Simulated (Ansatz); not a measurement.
Input and output for CdClH2N (`[NH2][Cd][Cl]`).

```yaml
crystal:
  periodic: [false, false, false]
  atoms:
    - {symbol: N, position_ang: [-0.339447, 0.982697, -0.376961]}
    - {symbol: Cd, position_ang: [0.540811, -0.726950, 0.199870]}
    - {symbol: Cl, position_ang: [1.704396, -2.590252, 0.788717]}
    - {symbol: H, position_ang: [-1.071103, 0.809972, -1.057668]}
    - {symbol: H, position_ang: [-0.784757, 1.450833, 0.404741]}
basis:
  gaussian: {orbitals: def2-TZVPD}
hamiltonian: {xc: {name: B97M-V}}
scf: {lower_state_search: full}
output: {forces: true}
```

```sh
$ ansatz run in.yaml --threads 2 --pin off --events-out ev --progress --plain --max-ram 20480MiB --backend cpu
```

It prints (some lines left out):

```
Functional definition: B97M-V
930 factors; their error is unknown
mean field evaluation 1: about -18598.1286 eV, gradient 7.1e1 eV
mean field evaluation 2: about -18531.8255 eV, gradient 1.5e2 eV
mean field evaluation 4: about -18608.3035 eV, gradient 1.8e1 eV
mean field evaluation 8: about -18609.0959 eV, gradient 1.3e-1 eV
mean field evaluation 16: about -18609.0851 eV, gradient 4.5e-3 eV
mean field evaluation 64: about -18609.0851 eV, gradient 3.9e-5 eV
mean field -18609.08505528 eV, -683.8712620908 hartree, gradient 2.6e-5 eV, S^2 0.000000; 2 other end points of the search recorded, 0 dependent functions left out
reference -18609.08513324 eV, -683.8712649555 hartree; 23, 23 occupied and 118, 118 virtual orbitals, 930 factors
Total energy: -18609.08513324 eV, -683.8712649555 hartree
Atom 0 at    -0.339447     0.982697    -0.376961 Å, force    -0.040512     0.285802    -0.117538 eV/Å
Atom 1 at     0.540811    -0.726950     0.199870 Å, force    -0.043241    -0.067659     0.038264 eV/Å
Atom 2 at     1.704396    -2.590252     0.788717 Å, force     0.094262    -0.126599     0.036972 eV/Å
Atom 3 at    -1.071103     0.809972    -1.057668 Å, force     0.016762     0.003457     0.133416 eV/Å
Atom 4 at    -0.784757     1.450833     0.404741 Å, force    -0.027272    -0.095001    -0.091115 eV/Å
Dipole moment:    -0.427372     0.319806    -0.056524 e Å
```

Hardware: 2 threads of a server CPU on a shared host. Wall time 20 s, peak host memory 0.4 GiB.
